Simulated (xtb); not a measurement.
C7H9O (SMILES Cc1ccc([OH2+])cc1), charge +1, singlet, at a GFN2-xTB geometry; GFN0-xTB in xtb 6.7.1.

xtb was given this input:
```
$ xtb mol.xyz --gfn 0 --chrg 1 --acc 0.0001 --json

# file mol.xyz
17

C      2.87951788     0.20566659     0.42166366
C      1.40826357     0.10095801     0.21597349
C      0.71987839     1.09958188    -0.47152699
C     -0.64445072     1.01104217    -0.68628767
C     -1.30523065    -0.09810312    -0.20179620
O     -2.75355612    -0.22906971    -0.47044933
C     -0.66932931    -1.10929232     0.48541880
C      0.69632597    -0.99914869     0.68833419
H      3.21187229    -0.43385518     1.23387831
H      3.17135935     1.23172760     0.63031576
H      3.39733766    -0.10458254    -0.48607370
H      1.25611675     1.95835130    -0.84314072
H     -1.16763125     1.78695379    -1.22369178
H     -3.16875779     0.65590003    -0.55414266
H     -3.18240640    -0.77713632     0.22116556
H     -1.21094853    -1.96791192     0.85156121
H      1.21165585    -1.78111609     1.22304716
```

Output, abridged:

```
   ID    Z sym.   atoms
    1    6 C      1-5, 7, 8
    2    8 O      6
    3    1 H      9-17

           -------------------------------------------------
          |                Calculation Setup                |
           -------------------------------------------------

           -------------------------------------------------
          |                 G F N 0 - x T B                 |
           -------------------------------------------------

          ...................................................
          :                      SETUP                      :
          :.................................................:
          :  # basis functions                  50          :
          :  # atomic orbitals                  50          :
          :  # shells                           34          :
          :  # electrons                        42          :
          :  electronic temp.          300.0000000     K    :
          :  accuracy                    0.0001000          :
          :  -> integral cutoff          0.6500000E+02      :
          :  -> integral neglect         0.1000000E-11      :
          ...................................................

         :::::::::::::::::::::::::::::::::::::::::::::::::::::
         ::                     SUMMARY                     ::
         :::::::::::::::::::::::::::::::::::::::::::::::::::::
         :: total energy             -21.322583476492 Eh    ::
         :: gradient norm              0.060203233346 Eh/a0 ::
         :: HOMO-LUMO gap              3.998689406428 eV    ::
         ::.................................................::
         :: H0 energy                -23.006764743332 Eh    ::
         :: repulsion energy           0.388449124624 Eh    ::
         :: electrostat energy         1.313061687245 Eh    ::
         :: -> Gsolv                   0.000000000000 Eh    ::
         ::    -> Gsasa                0.000000000000 Eh    ::
         ::    -> Gshift               0.000000000000 Eh    ::
         :: dispersion energy         -0.005378985504 Eh    ::
         :: short-range corr.         -0.011950559524 Eh    ::
         :: add. restraining           0.000000000000 Eh    ::
         :: total charge               1.000000000000 e     ::
         :::::::::::::::::::::::::::::::::::::::::::::::::::::

           -------------------------------------------------
          |                Property Printout                |
[...]
    16   1 H        0.926     0.181     1.201     1.713
    17   1 H        0.926     0.172     1.253     1.750

 Mol. C6AA /au·bohr⁶  :       2740.681219
 Mol. C8AA /au·bohr⁸  :      67602.230871
 Mol. α(0) /au        :         82.649672

Wiberg/Mayer (AO) data.
largest (>0.10) Wiberg bond orders for each atom

 ---------------------------------------------------------------------------
     #   Z sym  total        # sym  WBO       # sym  WBO       # sym  WBO
 ---------------------------------------------------------------------------
     1   6 C    3.977 --     2 C    1.022     9 H    0.978    10 H    0.975
                            11 H    0.965
     2   6 C    3.977 --     8 C    1.415     3 C    1.409     1 C    1.022
                             5 C    0.101
     3   6 C    3.988 --     4 C    1.442     2 C    1.409    12 H    0.971
                             7 C    0.110
     4   6 C    3.988 --     3 C    1.442     5 C    1.409    13 H    0.968
                             8 C    0.109
     5   6 C    3.928 --     7 C    1.413     4 C    1.409     6 O    0.972
                             2 C    0.101
     6   8 O    3.018 --     5 C    0.972    15 H    0.968    14 H    0.968
     7   6 C    3.988 --     8 C    1.436     5 C    1.413    16 H    0.968
                             3 C    0.110
     8   6 C    3.987 --     7 C    1.436     2 C    1.415    17 H    0.970
                             4 C    0.109
     9   1 H    0.979 --     1 C    0.978
    10   1 H    0.981 --     1 C    0.975
    11   1 H    0.987 --     1 C    0.965
    12   1 H    0.981 --     3 C    0.971
    13   1 H    0.982 --     4 C    0.968
    14   1 H    0.973 --     6 O    0.968
    15   1 H    0.973 --     6 O    0.968
    16   1 H    0.982 --     7 C    0.968
    17   1 H    0.981 --     8 C    0.970
 ---------------------------------------------------------------------------

Topologies differ in total number of bonds
Writing topology from bond orders to xtbtopo.mol

 dipole moment from electron density (au)
     X       Y       Z
  -5.1293  -0.1629  -0.4096  total (Debye):   13.086

           -------------------------------------------------
          | TOTAL ENERGY              -21.322583476492 Eh   |
          | GRADIENT NORM               0.060203233346 Eh/α |
          | HOMO-LUMO GAP               3.998689406428 eV   |
           -------------------------------------------------

normal termination of xtb
```
